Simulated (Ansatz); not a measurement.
## Worked example: C3H5F + Si(SiH3)2F2 → C3H8Si + Si(SiH3)F3

Gas-phase species: C3H5F (allyl fluoride) `C=CCF`, singlet; Si(SiH3)2F2, singlet; C3H8Si (prop-2-enylsilane) `C=CC[SiH3]`, singlet; Si(SiH3)F3, singlet. The partners trade F for SiH3: C–F and Si–SiH3 bonds give way to C–SiH3 and Si–F.

Shapes, held fixed at every level: PBE0-D4/def2-TZVP. Flexible molecules stand in one conformer, not always the lowest. Programs: Ansatz 0.2.0. Electronic energies: no zero-point or thermal term.

At CCSD(T)/CBS estimate; 1 Eh = 2625.50 kJ/mol:

```
    species   energy (Eh)
      C3H5F   -216.924395
Si(SiH3)2F2  -1070.546061
     C3H8Si   -408.021787
 Si(SiH3)F3   -879.543230
```

Problem. Work out ΔE of the reaction at this level.

Solution. 
1. Products less reactants: (-408.021787) + (-879.543230) − [(-216.924395) + (-1070.546061)] = -0.094561 Eh = -248.3 kJ/mol.

Other levels give -263.2 (MP2/def2-TZVPP) to -226.2 kJ/mol (PBE0-D4/def2-TZVPP). No measured value is set beside it here. The CBS estimate extrapolates MP2 from def2-TZVPP and def2-QZVPP and adds CCSD(T) − MP2 in the triple-zeta set, cores frozen.
